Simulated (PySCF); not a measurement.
1,3-oxasiletane-2,4-dione (C₂H₂O₃Si), SMILES O1C([SiH2]C1=O)=O. Geometry: PBE-D3(BJ)/def2-SVP.

Computed with PBE-D3(BJ)/def2-SVP (PySCF).

Harmonic wavenumbers (cm⁻¹): 127, 312, 328, 372, 385, 524, 583, 617, 649, 664, 759, 788, 882, 1076, 1840, 1920, 2187, 2212. Rotational constants (GHz): 5.130, 2.587, 1.757; symmetry number 2.

Problem. Work out the zero-point energy and the ideal-gas rigid-rotor harmonic-oscillator thermochemistry at 298.15 K and 1 atm.

Solution. ZPE = ½ Σ hcν = ½ × 16227 cm⁻¹ = 23.20 kcal/mol. H − E(el) = 27.57 kcal/mol. Entropy in cal/(mol K): translation 39.78, rotation 25.65, vibration 10.60, total 76.03. G − E(el) = 4.90 kcal/mol. Cp = 23.53 cal/(mol K). Modes under 150 cm⁻¹ make the vibrational entropy uncertain.
